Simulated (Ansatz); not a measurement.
Consider the formal exchange of groups at the Se–Ge bond: `[F][Ge]([F])([SeH])[SeH]` + `[SnH4]` → `[SeH][SnH3]` + `[F][GeH]([F])[SeH]`.

Calculated with Ansatz (gas phase, PBE0-D4/def2-TZVP geometries, no zero-point term in ΔE). CBS: MP2 limit from def2 TZ/QZ plus the TZ coupled-cluster correction, frozen cores. DFT in def2-TZVPP. B3LYP here is the variant with VWN-RPA as its local correlation; programs differ in this. Elements past krypton have def2 core potentials. For Ge, Se, Sn outer-core shells are correlated without core-valence functions, which leaves a few kJ/mol of doubt a bond. Scalar relativity is left out up to krypton. One conformer a species, not always the lowest.

Task: Is it downhill or uphill in electronic energy at CCSD(T)/CBS, and by how much? (Best estimate.)

Result: Computed: Downhill: ΔE = -18.9 kJ/mol.

Task: What do these levels give: B3LYP-D4, r2SCAN0-D4, ωB97M-V, PBE, BLYP, r2SCAN, PBE0, r2SCAN0, CAM-B3LYP, LC-ωPBE, HF/def2-SVP, MP2/def2-QZVPP? (An estimate is asked.)

Result: The calculation gave: B3LYP-D4 -9.4, r2SCAN0-D4 -11.4, ωB97M-V -10.8, PBE -10.3, BLYP -13.4, r2SCAN -9.9, PBE0 -13.2, r2SCAN0 -12.5, CAM-B3LYP -13.7, LC-ωPBE -13.2, HF/def2-SVP -23.3, MP2/def2-QZVPP -16.3 kJ/mol.

Largest T1 diagnostic among the species: 0.013.

At CCSD(T), def2-SVP lies +7.5 kJ/mol from the extrapolated value and def2-TZVPP +10.7 kJ/mol. In def2-TZVPP, CCSD(T) changes the Hartree–Fock value by +15.8 kJ/mol (the triples alone add +2.4 kJ/mol) and MP2 by +14.5 kJ/mol. From BLYP to BHLYP (50 % exact exchange), in def2-TZVPP and without D4, ΔE moves by −4.3 kJ/mol.
